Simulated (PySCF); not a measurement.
Computed properties of H₄SiZn, SMILES [SiH3][ZnH]

Zn(H)(SiH3) (H4SiZn), SMILES [ZnH][SiH3]. Geometry: B3LYP-D3(BJ)/def2-TZVP. One conformer was computed; it need not be the lowest. All values are computed for the isolated molecule unless a solvent is named; none is compared with measurement here.

**Structure.** The optimised structure has C3v symmetry. All 12 harmonic modes at B3LYP-D3(BJ)/def2-TZVP (PySCF) are real, so it is a minimum.

**Vibrations.** The strongest infrared lines (harmonic, unscaled, degenerate partners summed) lie at 1839 cm⁻¹ (314 km/mol, H 98 %), 875 cm⁻¹ (274 km/mol, H 91 %, Si 9 %), 2196 cm⁻¹ (207 km/mol, H 96 %). The softest mode is at 319 cm⁻¹ and the zero-point energy is 18.9 kcal/mol.

**Electronic structure.** M06-2X/def2-TZVPD (PySCF) places the frontier levels at -8.15 and -0.71 eV, a gap of 7.44 eV, and gives a dipole moment of 0.24 D and a mean polarisability of 60.6 bohr³. PBE/def2-TZVPD (PySCF) at the same geometry gives -6.31 and -1.86 eV, so its gap is 2.99 eV narrower. An orbital gap is neither the optical nor the fundamental gap.

**Excitations.** TDA-PBE0/def2-TZVPD (PySCF) has S1 at 4.96 eV (250 nm, f = 0.012, weak); the most intense of the 10 singlets computed lies at 6.56 eV (f = 0.40). Strengths of degenerate partners are summed. T1 (TDA) is at 4.29 eV, 0.67 eV under S1. No vertical singlet excitation falls in the visible range (under 3.1 eV).

**NMR.** GIAO shifts at PBE0/pcSseg-2 (PySCF) (non-relativistic, atoms alike by connectivity averaged): ¹H from 3.1 to 5.3 ppm against TMS; ²⁹Si at -141.2 ppm against TMS.
